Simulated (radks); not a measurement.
Spherical jellium clusters: N electrons in a uniform positive sphere of charge N and radius rs N^(1/3), rs = 4.11 bohr. Calculated with a radial shooting solver with Libxc functionals: non-relativistic Kohn-Sham, LDA (Slater exchange, Perdew-Wang correlation), spin-polarised, spherical densities. Levels are named by radial order and angular momentum (1s, 1p, 1d, 2s, ...), and open shells are averaged over m. Each electron was tried in the lowest free levels, single moves between levels near the top were tried too, and the lowest total energy was kept; such a search can miss a lower state. Energies include the self-energy of the background; IP and EA are vertical (highest electron removed, lowest free level filled), at fixed background; spill-out counts the electrons outside the background radius R, and alpha is the static dipole polarisability from linear response (closed shells only). A dash means not computed or, for alpha, an open shell; in EA it means that no bound solution was reached, which is typical of self-interaction and does not show that the anion is unstable. Real open-shell clusters deform, which this model forbids.

N,open shells,2S,E/N (eV),E(N+1) + E(N-1) - 2E(N) (eV),IP (eV),-e(HOMO) (eV),spill-out (e),alpha/R^3
1,"1s(up 1, down 0)",1,-1.251,-,-,2.957,0.38,-
2,none,0,-1.682,1.051,5.166,3.128,0.54,1.611
3,"1p(up 1, down 0)",1,-1.476,-0.621,3.748,2.113,0.83,-
4,"1p(up 2, down 0)",2,-1.528,-0.434,4.268,2.613,1.00,-
5,"1p(up 3, down 0)",3,-1.646,0.294,4.556,2.934,1.12,-
6,"1p(up 3, down 1)",2,-1.675,-0.352,4.134,2.673,1.26,-
7,"1p(up 3, down 2)",1,-1.747,-0.255,4.409,2.956,1.37,-
8,none,0,-1.833,1.140,4.587,3.158,1.47,1.419
9,"1d(up 1, down 0)",1,-1.772,-0.256,3.378,2.087,1.64,-
10,"1d(up 2, down 0)",2,-1.750,-0.218,3.613,2.333,1.78,-
11,"1d(up 3, down 0)",3,-1.751,-0.186,3.798,2.533,1.89,-
12,"1d(up 4, down 0)",4,-1.768,-0.159,3.945,2.697,1.99,-
13,"1d(up 5, down 0)",5,-1.794,0.326,4.065,2.834,2.08,-
14,"1d(up 5, down 1)",4,-1.793,-0.170,3.701,2.530,2.18,-
15,"1d(up 5, down 2)",3,-1.804,-0.146,3.848,2.687,2.28,-
16,"1d(up 5, down 3)",2,-1.822,-0.127,3.968,2.818,2.36,-
17,"1d(up 5, down 4)",1,-1.846,-0.111,4.068,2.931,2.45,-
18,none,0,-1.873,0.210,4.153,3.029,2.52,1.319
19,"2s(up 1, down 0)",1,-1.887,0.201,3.919,2.819,2.68,-
20,none,0,-1.889,0.379,3.718,2.657,2.88,1.351
21,"1f(up 1, down 0)",1,-1.872,-0.119,3.354,2.308,2.97,-
22,"1f(up 2, down 0)",2,-1.863,-0.108,3.456,2.418,3.05,-
23,"1f(up 3, down 0)",3,-1.859,-0.099,3.546,2.516,3.13,-
24,"1f(up 4, down 0)",4,-1.860,-0.091,3.626,2.605,3.20,-
25,"1f(up 5, down 0)",5,-1.864,-0.084,3.698,2.686,3.27,-
26,"1f(up 6, down 0)",6,-1.871,-0.077,3.763,2.759,3.33,-
27,"1f(up 7, down 0)",7,-1.880,0.286,3.822,2.827,3.39,-
28,"1f(up 7, down 1)",6,-1.879,-0.088,3.519,2.549,3.46,-
29,"1f(up 7, down 2)",5,-1.881,-0.080,3.595,2.631,3.53,-
30,"1f(up 7, down 3)",4,-1.885,-0.074,3.663,2.706,3.60,-
31,"1f(up 7, down 4)",3,-1.891,-0.069,3.725,2.775,3.66,-
32,"1f(up 7, down 5)",2,-1.899,-0.064,3.782,2.838,3.72,-
33,"1f(up 7, down 6)",1,-1.909,-0.059,3.833,2.896,3.79,-
34,none,0,-1.920,0.352,3.881,2.950,3.84,1.254
35,"2p(up 1, down 0)",1,-1.920,-0.039,3.517,2.609,4.00,-
36,"2p(up 2, down 0)",2,-1.921,-0.031,3.564,2.661,4.15,-
37,"2p(up 3, down 0)",3,-1.923,0.210,3.602,2.704,4.30,-
38,"2p(up 3, down 1)",2,-1.919,-0.042,3.399,2.528,4.48,-
39,"2p(up 3, down 2)",1,-1.916,-0.034,3.455,2.588,4.65,-
40,none,0,-1.915,0.079,3.503,2.641,4.82,1.310
41,"1g(up 1, down 0)",1,-1.912,-0.061,3.436,2.567,4.86,-
42,"1g(up 2, down 0)",2,-1.910,-0.057,3.481,2.617,4.90,-
43,"1g(up 3, down 0)",3,-1.909,-0.054,3.523,2.663,4.94,-
44,"1g(up 4, down 0)",4,-1.910,-,3.562,2.707,4.98,-

All shells are closed at N = 2, 8, 18, 20, 34, 40 (there: 1s2 1p6 1d10 2s2 1f14 2p6); the second difference of the energy has clear peaks (12 % above both neighbours; the first and last values, which can be the largest, are not judged, and half-filled shells can peak too) at N = 5, 8, 13, 20, 27, 34, 37, 40.
